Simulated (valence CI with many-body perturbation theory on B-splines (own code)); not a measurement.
Ba²⁵⁺: calculated level list

Computed by configuration interaction combined with many-body perturbation theory (CI+MBPT): three valence electrons over a frozen Dirac-Fock core [Ar] 3d10, radial functions for each j: 11 s, 11 p, 9 d, 7 f, 5 g, 2 h, 1 i, with the one-electron correlation potential Σ1, the two-electron term Σ2, the three-electron term Σ3, Breit, model QED; selected CI, second order for the rest (own B-spline code, finite nucleus).

No measured levels were compared; by estimate levels hold to about 250 cm⁻¹ or 0.2 % of their energy and the worst to 1 %, as in measured heavy ions of charge 2 to 7; those with d or f electrons hold less well.

Levels 46 to 73 of 73, with energies above the lowest level, (4s^2 4p1/2) J=1/2. "Leading %" is the weight of the configuration and term that name the level; weights of strongly mixed levels are sums over their largest components and can fall short. In the jj column 3d3/2^4 stands for four electrons in 3d with j = 3/2. Lifetimes count E1, E2, E3, M1 and M2 decay at the calculated energies, and are blank where another channel may lead or the interval is too uncertain; long ones can be off by a factor of two.

```
No.  Configuration  Term    J  E (cm⁻¹)  Leading %  Lifetime                Leading jj
 46         4p2 4d    2P  3/2   1975500         34   9.48 ps  4p1/2 4p3/2 4d3/2 (93 %)
 47         4p2 4d    2G  7/2   1976700         35   23.9 ps  4p1/2 4p3/2 4d3/2 (84 %)
 48         4p2 4d    4D  1/2   1979000         83   10.4 ps  4p1/2 4p3/2 4d3/2 (98 %)
 49         4p2 4d    4F  7/2   2000000         41   17.3 ps  4p1/2 4p3/2 4d5/2 (96 %)
 50         4p2 4d    2G  9/2   2019600         52   22.6 ps  4p1/2 4p3/2 4d5/2 (93 %)
 51         4p2 4d    2P  3/2   2030300         37   6.14 ps  4p1/2 4p3/2 4d5/2 (77 %)
 52         4p2 4d    4D  5/2   2032300         23   6.27 ps  4p1/2 4p3/2 4d5/2 (75 %)
 53         4p2 4d    2D  5/2   2058900         39   3.06 ps  4p1/2 4p3/2 4d3/2 (45 %)
 54         4p2 4d    2G  7/2   2060300         38   9.19 ps  4p1/2 4p3/2 4d5/2 (67 %)
 55         4p2 4d    4P  3/2   2062200         45   2.88 ps  4p1/2 4p3/2 4d3/2 (72 %)
 56         4p2 4d    4P  1/2   2066700         45   2.92 ps  4p1/2 4p3/2 4d3/2 (87 %)
 57         4p2 4d    2D  5/2   2089600         39   3.57 ps  4p1/2 4p3/2 4d5/2 (52 %)
 58         4p2 4d    2D  3/2   2114600         74   6.12 ps  4p1/2 4p3/2 4d5/2 (78 %)
 59         4p2 4d    2P  1/2   2120400         73   4.09 ps  4p1/2 4p3/2 4d5/2 (82 %)
 60         4p2 4d    4D  7/2   2166400         46   13.3 ps      4p3/2^2 4d5/2 (90 %)
 61         4p2 4d    4F  9/2   2170200         44   21.7 ps      4p3/2^2 4d5/2 (78 %)
 62         4p2 4d    2P  1/2   2177300         59   4.41 ps      4p3/2^2 4d3/2 (53 %)
 63         4p2 4d    2D  3/2   2185700         36   3.03 ps      4p3/2^2 4d3/2 (85 %)
 64         4p2 4d    4P  5/2   2187300         19   3.23 ps      4p3/2^2 4d3/2 (64 %)
 65         4p2 4d    2F  7/2   2196300         26   4.27 ps      4p3/2^2 4d3/2 (37 %)
 66       4s 4p 4f    4G  5/2   2198100         61   5.07 ps     4s 4p1/2 4f5/2 (78 %)
 67       4s 4p 4f    4F  7/2   2208300         26   5.32 ps     4s 4p1/2 4f7/2 (68 %)
 68       4s 4p 4f    4F  3/2   2219000         57   6.42 ps     4s 4p1/2 4f5/2 (65 %)
 69       4s 4p 4f    4G  9/2   2227600         35   7.37 ps     4s 4p1/2 4f7/2 (76 %)
 70       4s 4p 4f    4F  5/2   2228300         32   5.53 ps     4s 4p1/2 4f5/2 (52 %)
 71       4s 4p 4f    4D  7/2   2240600         33   4.20 ps     4s 4p1/2 4f7/2 (58 %)
 72         4p2 4d    2S  1/2   2247900         44   3.24 ps      4p3/2^2 4d5/2 (55 %)
 73         4p2 4d    2P  3/2   2254700         45   3.44 ps      4p3/2^2 4d3/2 (46 %)
```
